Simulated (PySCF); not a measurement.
C₂H₄ClFOSi, SMILES CC([Si@@H](F)Cl)=O. Atoms are numbered in the order given.

```xyz
10

C     -2.1815    -0.5734    -0.3609
C     -1.0333    -0.7143     0.6062
O     -1.1641    -1.0646     1.7613
Si     0.7481    -0.2716     0.0266
F      0.9989    -0.8852    -1.4580
Cl     0.8656     1.7873    -0.1129
H     -2.2296     0.4706    -0.7154
H     -3.1277    -0.8547     0.1228
H     -1.9986    -1.2003    -1.2499
H      1.7790    -0.7865     0.9490
```

The structure is a stationary point at B3LYP-D3(BJ)/def2-SVP. The structure was generated by enumeration; whether it is a known compound was not checked. Other conformers were not sampled.

The numbers are results of HF/def2-TZVP in PySCF, not measurements.

ESP charges are fitted to the potential on shells at 1.4 to 2.0 van der Waals radii. Atomic charges (e):

```
atom  ESP fit  Mulliken    IAO  Löwdin
----  -------  --------  -----  ------
C1      -0.50     -0.34  -0.42   -0.26
C2       0.59      0.15   0.16   -0.40
O3      -0.52     -0.40  -0.46    0.08
Si4      0.38      0.89   1.36    0.08
F5      -0.25     -0.41  -0.59   -0.07
Cl6     -0.15     -0.29  -0.35    0.21
H7       0.13      0.14   0.15    0.13
H8       0.16      0.14   0.15    0.13
H9       0.15      0.14   0.15    0.13
H10      0.00     -0.01  -0.16   -0.04
```

Computed Mayer and Wiberg (Löwdin basis) orders of the bonds:
```csv
bond,Mayer,Wiberg
C1–C2,0.95,1.30
C2–O3,1.92,2.67
C2–Si4,0.94,0.97
Si4–F5,0.97,1.61
Si4–Cl6,1.09,1.78
C1–H7,0.96,0.89
C1–H8,0.97,0.90
C1–H9,0.96,0.89
Si4–H10,0.97,0.93
```
